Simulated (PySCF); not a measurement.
How methods differ on the electron affinity of Te

Te⁻ [Kr] 4d10 5s2 5p5 (2P) → Te [Kr] 4d10 5s2 5p4 (3P), as a difference of total energies. All numbers are calculated (PySCF 2.14, a scalar-relativistic core potential, in aug-cc-pVTZ-PP with ECP28MDF (6s5p4d2f, 55 functions)). Correlated levels: valence: 4s2 4p6 4d10 frozen. The calculations carry no spin-orbit coupling.

```tsv
method	electron affinity (eV)
UHF	1.057
LDA	2.306
PBE	2.060
PBE0	2.018
r2SCAN	2.024
r2SCAN0	2.007
B97-3	1.970
PBEsol	2.066
wB97X	2.132
MP2 (valence)	1.849
SCS-MP2 (valence)	1.849
```

How much does correlation contribute at MP2 (valence)?

1.849 − (1.057) = 0.792 eV, measured against UHF.

The reference lies between the lowest fine-structure levels, while these numbers refer to the centres of the terms.

Errors of the correlated levels include the incompleteness of this basis and the frozen core.

In the anion the highest occupied orbital energy is positive at LDA, PBE, r2SCAN, PBEsol, a self-interaction effect; the basis confines that electron, and the energy difference can still be sensible.

For comparison: 1.971 eV (measured; photodetachment measurements, as compiled on the Wikipedia data page of electron affinities).
